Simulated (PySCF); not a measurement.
Does the structure fit the spectrum?

A compound C3H4FN3 gives the data below (simulated from a calculation) and was assigned the structure `Cn1ncc(F)n1`.

$^{13}$C{$^{1}$H} NMR (computed): δ 164.7 (C, d, J = 19.5 Hz), 146.3 (CH), 81.2 (CH2, d, J = 223.8 Hz).

$^{1}$H NMR (600 MHz, computed): δ 10.21 (br s, 1H), 8.06 (s, 1H), 5.87 (d, J = 54.3 Hz, 2H).

Calculated, not measured (PySCF 2.14): coordinates at the GFN2-xTB level, GIAO PBE0/pcSseg-1 shieldings, spin–spin couplings from B3LYP/pcJ-1 (spin–dipole term only in couplings to heteroatoms). No solvent, relativity neglected, one conformer, fast rotation and ring inversion assumed for equivalent nuclei.

δ = σ(ref) − σ, references computed at the same level: $^{1}$H, $^{13}$C against TMS.

(1) Compare with the shifts computed for the proposed structure, pairing carbons in order of shift.

(2) Which isomer fits?

Results:

(1) Structure with atom numbers: `[CH3:1][n:2]1[n:3][cH:4][c:5]([F:6])[n:7]1`. Hydrogens are named by the atom that carries them.

| atom | computed for proposal | given list | difference |
| --- | --- | --- | --- |
| C5 | 172.8 | 164.7 | +8.1 |
| C4 | 121.9 | 146.3 | -24.4 |
| C1 | 42.5 | 81.2 | -38.7 |

The rms difference is 26.8 ppm and the largest -38.7 ppm at C1 (methyl carbon bonded to N). The carbon types in order of shift don't match either: C, CH, CH3 for the proposal against C, CH, CH2 in the data. The proposal doesn't fit.

(2) `FCc1nc[nH]n1`.

- Carbon types of the structure: 1 × C, 1 × CH, 1 × CH2, leaving 1 H on heteroatoms.
- δC 164.7: substituted aromatic carbon next to a ring nitrogen.
- δC 146.3: aromatic CH between two ring heteroatoms.
- δC 81.2: sp3 CH2 bonded to F, on an aromatic ring; deshielded by the electronegative neighbour.
- δH 10.21: hydrogen on a pyrrole-type ring nitrogen; exchangeable; this is the value without hydrogen bonding to other molecules.

This is the structure that produced the data.

Exchangeable OH/NH protons stand at their gas-phase positions; hydrogen bonding in a real sample shifts them, mostly to higher δ. C–F couplings over four or more bonds (about 3 Hz to the para carbon of a fluoroarene) are left out. Common functionals overestimate the size of one-bond C–F couplings by tens of Hz; these are unscaled. Splittings below 1 Hz are ignored in the labels, and close J values are merged. Shifts are as computed. Against solution values, carbons near 30 ppm lie about +3 ppm off and those near 130 ppm about +5 ppm. Of 1211 compounds with measured shifts, 218 miss one by over three times the rms of a fit or turn the order of signals round; such compounds aren't used in these exercises.
